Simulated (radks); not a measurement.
Sb, configuration [Kr] 4d9.5 5s1.5 5p4 (fractional occupations, a model configuration). Method: Dirac Kohn-Sham, PBE, spin-unpolarised, spherical densities, point nucleus; open shells fill j = l - 1/2 first; computed with a radial shooting solver on a logarithmic mesh with Libxc functionals.

Spin-orbit splittings of the eigenvalues, e(l+1/2) - e(l-1/2), with zeta = 2 splitting/(2l+1) and mean radii in bohr:

| shell | occ. | splitting (eV) | zeta (eV) | <r> j=l-1/2 | <r> j=l+1/2 |
|---|---|---|---|---|---|
| 2p | 6 | 251.8 | 167.9 | 0.1033 | 0.1087 |
| 3p | 6 | 46.47 | 30.98 | 0.3208 | 0.3321 |
| 3d | 10 | 9.659 | 3.864 | 0.3033 | 0.3069 |
| 4p | 6 | 8.657 | 5.772 | 0.8296 | 0.8582 |
| 4d | 9.5 | 1.275 | 0.5101 | 1.009 | 1.022 |
| 5p | 4 | 0.6880 | 0.4586 | 2.699 | 2.829 |
